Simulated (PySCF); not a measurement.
## I⁺: interval between two levels

I⁺ [Kr] 4d10 5s2 5p4 [3P2, M_J = 2] → I⁺ [Kr] 4d10 5s2 5p3 6s1 [5S2, M_J = 2], as a difference of total energies. All numbers are calculated (PySCF 2.14, the two-component X2C-1e Hamiltonian, in x2c-TZVPall-2c with one added diffuse shell each of s, p, d, f type (9s10p6d3f, 90 functions)). Correlated levels: [Ar] 3d10 frozen; the 6 highest virtual spinors dropped. "Screened" scales the spin-orbit matrix elements by Boettger's factors to mimic the two-electron term; Breit and QED terms are absent.

```tsv
method	interval between two levels (cm⁻¹)	error (cm⁻¹)
GHF (spin-free)	73120	-7912
GMP2 (spin-free)	75870	-5163
GHF (screened spin-orbit)	76109	-4924
GMP2 (screened spin-orbit)	78641	-2392
```

Reference: 81033 cm⁻¹ (measured; NIST Handbook of Basic Atomic Spectroscopic Data (Sansonetti and Martin, J. Phys. Chem. Ref. Data 34, 1559 (2005))).

The spin-free rows relax to the high-spin LS determinant and lack the spin-orbit shift.

Errors of the correlated levels include the incompleteness of this basis and the frozen core.

The labels give the starting determinants; with spin-orbit coupling the two ends relaxed to ⟨J²⟩ = 6.03, ⟨L²⟩ = 2.37, ⟨S²⟩ = 1.86 and ⟨J²⟩ = 6.01, ⟨L²⟩ = 0.13, ⟨S²⟩ = 5.82.
